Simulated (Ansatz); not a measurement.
`[F][AlH][SH]` + `CC#CC[SiH3]` → `[F][Al]([SiH3])[SH]` + `CC#CC`  (formal exchange of groups at the Al–H bond)

Isolated molecules relaxed with PBE0-D4/def2-TZVP in Ansatz; ΔE leaves out vibrations. CCSD(T)/CBS is the MP2 limit (def2-TZVPP, def2-QZVPP) plus CCSD(T) − MP2 in def2-TZVPP, frozen cores. This one scheme is used for every species. DFT in def2-TZVPP. B3LYP here is the variant with VWN-RPA as its local correlation; programs differ in this. One conformer a species, not always the lowest.

| level | ΔE (kJ/mol) |
| --- | --- |
| LDA (SPW92) | -23.5 |
| B97M-V | -11.0 |
| r2SCANh-D4 | -18.1 |
| PBE | -29.1 |
| B3LYP | -19.5 |
| HF/def2-SVP | -15.7 |
| CCSD/def2-SVP | -18.9 |
| MP2/def2-QZVPP | -4.9 |

What does CCSD(T)/CBS give? (Estimate.)

Computed: -14.0 kJ/mol. The listed levels differ from it by -9.5, 3.0, -4.1, -15.1, -5.5, -1.7, -4.9, 9.1 kJ/mol.

Largest T1 diagnostic among the species: 0.013.

From BLYP to BHLYP (50 % exact exchange), in def2-TZVPP and without D4, ΔE moves by +7.5 kJ/mol. At CCSD(T), def2-SVP lies −4.6 kJ/mol from the extrapolated value and def2-TZVPP −0.6 kJ/mol. Leaving LDA and LC-ωPBE aside and taking each functional with its dispersion term where it has one, the values, not all of them listed here, spread over 18.0 kJ/mol, from PBE-D4 to ωB97M-V. LDA lies +5.6 kJ/mol from PBE without D4.
